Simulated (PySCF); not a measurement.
Isomers of C7H9N, mass 107.073 u with the commonest isotopes. Method used: PBE0-D3(BJ)/def2-SVP geometry optimisation, gas phase (PySCF). One conformer each, none proved a minimum here; rigid rotors.

Question: Order these by rotational constant A, largest first.
A. `[CH2:1]=[C:2]([CH3:3])/[C:4]([CH3:5])=[CH:6]/[C:7]#[N:8]` with C1–C2–C4–C5 0°
B. `[CH3:1][NH:2][c:3]1[cH:4][cH:5][cH:6][cH:7][cH:8]1` with C1–N2–C3–C4 -9°
C. `[NH2:1][CH2:2][C:3]1=[CH:4][C@@H:5]2[C@@H:6]3[C@H:7]1[C@H:8]23` with H–N1–C2–C3 -53° and 63°, N1–C2–C3–C4 116°

Answer: C (5112 MHz), B (4997 MHz), A (4280 MHz).

Question: Order these by rotational constant C, smallest first.
A. `[NH2:1][CH2:2][C:3]1=[CH:4][C@@H:5]2[C@@H:6]3[C@H:7]1[C@H:8]23` with H–N1–C2–C3 -53° and 63°, N1–C2–C3–C4 116°
B. `[CH2:1]=[C:2]([CH3:3])/[C:4]([CH3:5])=[CH:6]/[C:7]#[N:8]` with C1–C2–C4–C5 0°
C. `[CH3:1][NH:2][c:3]1[cH:4][cH:5][cH:6][cH:7][cH:8]1` with C1–N2–C3–C4 -9° (N-methylaniline)

Answer: B (963.1 MHz), C (1176 MHz), A (1372 MHz).

Question: Order these by out-of-plane moment Σ m c² = (Ia + Ib − Ic)/2, largest first.
A. `[CH3:1][NH:2][c:3]1[cH:4][cH:5][cH:6][cH:7][cH:8]1` with C1–N2–C3–C4 -9°
B. `[CH2:1]=[C:2]([CH3:3])/[C:4]([CH3:5])=[CH:6]/[C:7]#[N:8]` with C1–C2–C4–C5 0°
C. `[NH2:1][CH2:2][C:3]1=[CH:4][C@@H:5]2[C@@H:6]3[C@H:7]1[C@H:8]23` with H–N1–C2–C3 -53° and 63°, N1–C2–C3–C4 116°

Answer: C (29.28 u·Å²), B (3.17 u·Å²), A (1.83 u·Å²).

```tsv
SMILES	point group	Ia (u·Å²)	Ib (u·Å²)	Ic (u·Å²)	κ	μa (D)	μb (D)	μc (D)
CNc1ccccc1	near Cs	101.14	332.37	429.86	-0.82	1.95	0.55	0.39
C=C(C)/C(C)=C/C#N	Cs	118.07	412.98	524.72	-0.84	4.59	0.04	0.00
NCC1=C[C@@H]2[C@@H]3[C@H]1[C@H]23	C1	98.86	328.12	368.42	-0.91	1.77	0.89	0.35
```
